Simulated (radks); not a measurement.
Valence configurations of neutral niobium (all share [Kr]). All-electron calculation, scalar-relativistic Kohn-Sham, SCAN, spin-polarised, spherical densities, finite nucleus; open shells are filled with parallel spins first (spin-orbit coupling, left out, can overturn this in heavy ions); meta-GGA in the generalised Kohn-Sham scheme; Fermi nuclear charge, rms radius 4.324 fm. Program: a radial shooting solver on a logarithmic mesh with Libxc functionals. Order these by energy: 4d5; 4d3 5s1 5p1; 4d3 5s1.5 5p0.5; 4d3.5 5s1 5p0.5; 4d3 5s0.5 5p1.5; 4d4 5p1; 4d4 5s1.

Answer. From the lowest, in eV above it: 4d4 5s1 0.000; 4d5 1.277; 4d3.5 5s1 5p0.5 1.443; 4d3 5s1.5 5p0.5 2.762; 4d3 5s1 5p1 3.310; 4d4 5p1 3.549; 4d3 5s0.5 5p1.5 5.258. NIST lists [Kr] 4d4 5s1 as the ground configuration; this level of theory agrees among the configurations tried. The energies are those of spherical high-spin densities, not of single terms. No valid solution was reached for [Kr] 4d2 5s2 5p1; [Kr] 4d3 5s2; [Kr] 4d3.5 5s1.5.
